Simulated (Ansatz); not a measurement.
C2H7AlFN, relaxed with RKS PBE0-D4/def2-TZVP in Ansatz 0.2.0 from a PBE-D4/def2-SVP geometry. The force threshold is 0.005 eV/Å; the program also tests the step.

Charge 0, multiplicity 1. The bonds changed during the relaxation, so this is another structure than the one it started from.

Start:

```xyz
12

C    -1.033    1.282   -0.550
Al   -0.323    0.447    1.113
C     1.064   -0.923    0.429
N     0.988   -1.387   -0.790
F     0.459    1.495    2.209
H    -1.468    0.558   -1.279
H    -0.261    1.877   -1.085
H    -1.861    1.984   -0.312
H    -1.220   -0.724    1.827
H     1.810   -1.474    1.042
H     0.328   -0.945   -1.448
H     1.519   -2.190   -1.155
```

```csv
step,energy (eV),largest force (eV/Å),largest move (Å)
1,-12985.9610,0.651,0.000
2,-12986.0126,0.378,0.049
3,-12986.0189,0.241,0.080
4,-12986.0219,0.112,0.138
5,-12986.0260,0.044,0.069
6,-12986.0266,0.027,0.015
7,-12986.0286,0.090,0.088
8,-12986.0291,0.086,0.019
9,-12986.0298,0.060,0.046
10,-12986.0299,0.016,0.020
11,-12986.0300,0.008,0.004
12 (rejected),-12986.0300,0.012,0.004
13,-12986.0300,0.005,0.002
```

End:

```xyz
12

C    -1.024    1.177   -0.551
Al   -0.373    0.405    1.157
C     1.005   -0.988    0.453
N     1.023   -1.260   -0.805
F     0.558    1.440    2.099
H    -1.565    0.459   -1.181
H    -0.234    1.636   -1.158
H    -1.744    1.977   -0.346
H    -1.383   -0.547    1.968
H     1.715   -1.597    1.021
H     0.408   -0.740   -1.424
H     1.613   -1.963   -1.235
```

It took 42 s on 4 threads of an Arm Neoverse V1 on a shared host, with 0.5 GiB of host memory at the peak.
